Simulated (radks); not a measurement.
Sn VI, 45 electrons, occupied as [Kr] 4d9 (the NIST ground configuration). Calculated with a radial shooting solver on a logarithmic mesh with Libxc functionals: Dirac Kohn-Sham, exchange-only PBE, spin-unpolarised, spherical densities, finite nucleus; open shells fill j = l - 1/2 first; Fermi nuclear charge, rms radius 4.6519 fm.

Spin-orbit splittings of the eigenvalues, e(l+1/2) - e(l-1/2), with zeta = 2 splitting/(2l+1) and mean radii in bohr:

2p: occ. 6; splitting (eV) 230.7; zeta (eV) 153.8; <r> j=l-1/2 0.1058; <r> j=l+1/2 0.1112
3p: occ. 6; splitting (eV) 42.14; zeta (eV) 28.09; <r> j=l-1/2 0.3298; <r> j=l+1/2 0.3410
3d: occ. 10; splitting (eV) 8.703; zeta (eV) 3.481; <r> j=l-1/2 0.3124; <r> j=l+1/2 0.3160
4p: occ. 6; splitting (eV) 7.756; zeta (eV) 5.171; <r> j=l-1/2 0.8564; <r> j=l+1/2 0.8843
4d: occ. 9; splitting (eV) 1.143; zeta (eV) 0.4574; <r> j=l-1/2 1.033; <r> j=l+1/2 1.044
